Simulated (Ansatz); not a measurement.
GaH3S2Si (`[SiH2]1S[S][GaH]1`). Charge 0, multiplicity 1.

```xyz
7

Si    0.102   -0.984   -0.415
S     0.185    0.591   -1.898
S    -0.059    2.159   -0.507
Ga   -0.182    0.748    1.207
H     1.356   -1.787   -0.397
H    -1.025   -1.923   -0.674
H    -0.377    1.196    2.685
```

What are the harmonic wavenumbers in cm⁻¹ at PBE0-D4/def2-TZVP (Ansatz, finite differences of forces, unscaled)? (An estimate is asked.)

Computed: 47, 222, 348, 351, 395, 464, 480, 503, 531, 606, 729, 937, 2003, 2201, 2210.

Is this a minimum?

Yes, all 15 modes are real.

Give the ideal-gas thermochemistry at 298.15 K and 1 bar (rigid rotor, harmonic oscillator; point group Cs, symmetry number 1).

Zero-point energy 71.9 kJ/mol; H(298) − E = 91.4 kJ/mol; entropy 347.6 J/(mol·K), of which translation 172.5, rotation 117.5, vibration 57.6; G(298) − E = -12.3 kJ/mol. Modes under 100 cm⁻¹ are hindered rotations or soft bends, so the harmonic entropy is rough.

And at 400, 500, 600, 800 and 1000 K?


| T (K) | H − E (kJ/mol) | S (J/mol/K) | G − E (kJ/mol) |
| --- | --- | --- | --- |
| 400 | 102.2 | 378.6 | -49.3 |
| 500 | 113.7 | 404.4 | -88.5 |
| 600 | 126.0 | 426.8 | -130.1 |
| 800 | 152.1 | 464.3 | -219.3 |
| 1000 | 179.7 | 495.0 | -315.3 |
